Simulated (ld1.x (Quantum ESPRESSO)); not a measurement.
## u(r) = r·R(r): atom against pseudo-atom (iron)

Columns: radius, all-electron u(r) and pseudo u(r) of the 4s shell (level -5.22 eV) of iron in the configuration [Ar] 3d6 4s2 4p0; BLYP, scalar-relativistic, TM scheme, ld1.x (Quantum ESPRESSO) 7.5.

```tsv
r (bohr)	all-electron	pseudo
0.123	-0.1155	-0.0160
0.245	-0.1173	-0.0325
0.368	0.0825	-0.0509
0.490	0.2312	-0.0715
0.613	0.2736	-0.0957
0.735	0.2305	-0.1240
0.858	0.1370	-0.1578
0.980	0.0230	-0.1972
1.103	-0.0950	-0.2431
1.225	-0.2050	-0.2941
1.348	-0.3034	-0.3496
1.470	-0.3868	-0.4061
1.593	-0.4563	-0.4613
1.715	-0.5115	-0.5109
1.838	-0.5545	-0.5529
1.960	-0.5859	-0.5850
2.083	-0.6078	-0.6075
2.205	-0.6212	-0.6211
2.328	-0.6274	-0.6274
2.450	-0.6276	-0.6276
2.573	-0.6227	-0.6227
2.695	-0.6139	-0.6139
2.818	-0.6015	-0.6015
2.940	-0.5866	-0.5866
3.063	-0.5695	-0.5695
3.185	-0.5510	-0.5510
```

Task: How many radial nodes do the two functions have?

Result: The all-electron 4s function has n − l − 1 = 3 (the table is too coarse to show those close to the nucleus); the pseudo-wave has 0, since the states of the same l below it are removed with the core.

Task: At about which radius was the pseudo-wave matched?

Result: 2.35 bohr. The columns agree to 0.0005 from 2.08 bohr on; several derivatives are matched, so the curves merge somewhat inside the radius.

Task: Where does each function peak?

Result: Outermost all-electron maximum near 2.45 bohr, pseudo maximum near 2.45 bohr (to the table’s step).

Task: Is the pseudo-wave norm-conserving?

Result: Yes: the TM scheme keeps the norm inside the radius equal to the all-electron one, which fixes the energy derivative of the logarithmic derivative at the level.
